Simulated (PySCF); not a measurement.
## Energy profile

The step: BH₂BrO ([OH][BH][Br]) → BHO ([BH][O]) + HBr; bonds formed: Br2–H4; bonds broken: B1–Br2, O3–H4 (atoms numbered as in the saddle structure below).

```xyz
5
angstrom
B -0.6057 0.3351 -0.2234
Br 1.5634 -0.9084 -0.3309
O -0.5504 0.3630 1.0194
H 0.6019 -0.3029 0.8495
H -1.0092 0.5131 -1.3147
```

Electronic energies by CCSD(T) at an estimated basis limit (MP2 extrapolated from triple and quadruple zeta, plus CCSD(T) − MP2 in triple zeta), on PBE0-D4/def2-TZVP structures; BH2BrO, closed shell; no counterpoise correction. PySCF 2.14 with density fitting (its default auxiliary sets; JK sets also for MP2 and CCSD(T)); basis: def2-TZVPP and def2-QZVPP; cores frozen in the correlated methods. Filled d shells of the heavier atoms are correlated. The def2 sets are not built for correlating such inner shells, so the correlated values are less sure here. Extrapolation: Hartree–Fock as exp(−7.88 √X), correlation as X^−2.97.

(1) Give the profile in kcal/mol, counted from the start structure. (To be estimated.)

The T1 diagnostic stays at or below 0.020.

Results:

(1) Computed:
```
                                                                           point  kcal/mol
                                                                 start structure      0.00
                                                                          saddle     48.36
                                                                   end structure     28.10
separated: BHO (linked as [BH][O]; B1, O3, H5; singlet) + HBr (Br2, H4; singlet)     32.34
```

For scale, one of the runs: CCSD(T)/def2-TZVPP, 138 basis functions, launched by `OMP_NUM_THREADS=4 python run.py`. The run took 64 s on 4 CPU threads of an AMD EPYC 7B13 (shared host), with 1 GiB of host memory at its peak.
